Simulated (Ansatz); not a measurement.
This geometry of CH$_{6}$AlBS (10 atoms, charge 0, multiplicity 1) is a first-order saddle point.

Computed with RKS r2SCAN-D4/def2-SVP (Ansatz 0.2.0).

```xyz
10
Properties=species:S:1:pos:R:3
C -0.336 2.097 0.559
Al 0.108 0.244 0.157
B 0.744 -1.577 -0.326
S 0.020 -3.238 -0.420
H -1.381 2.319 0.283
H -0.199 2.356 1.620
H 0.300 2.773 -0.039
H -0.068 -0.390 -1.404
H 1.813 -1.473 -0.894
H -0.999 -3.113 0.462
```

**Question.** Which two structures does it join? (They come from a converged band through this point; their orientation in space is the band's.)

**Answer.** Bonds broken: Al2–H8. Bonds formed: B3–H8.

Initial state:

```xyz
10
Properties=species:S:1:pos:R:3
C -0.241 1.969 0.405
Al -0.491 0.076 -0.027
B 1.054 -1.393 -0.160
S 0.640 -3.072 -0.568
H -1.146 2.452 0.809
H 0.588 2.144 1.112
H 0.024 2.525 -0.515
H -1.967 -0.464 -0.356
H 2.246 -1.267 0.007
H -0.708 -2.968 -0.707
```

Final state:

```xyz
10
Properties=species:S:1:pos:R:3
C -0.224 2.056 0.514
Al -0.460 0.132 0.878
B 0.327 -1.394 -0.260
S 0.504 -3.200 -0.403
H -0.746 2.686 1.253
H 0.844 2.336 0.540
H -0.608 2.329 -0.484
H -0.303 -0.735 -1.094
H 1.342 -0.776 0.075
H -0.675 -3.433 -1.019
```

**Question.** How far does it lie above each of them?

**Answer.** 0.78 eV above the first and 0.50 eV above the second. This is the barrier of this one path; another mechanism may lie lower. The orbitals stay closed-shell, which can raise the energy where a bond breaks towards radicals; this wasn't checked here.

The run took 6.1 min on 2 threads of Arm Neoverse V2 (shared host), peak memory 0.15 GiB.
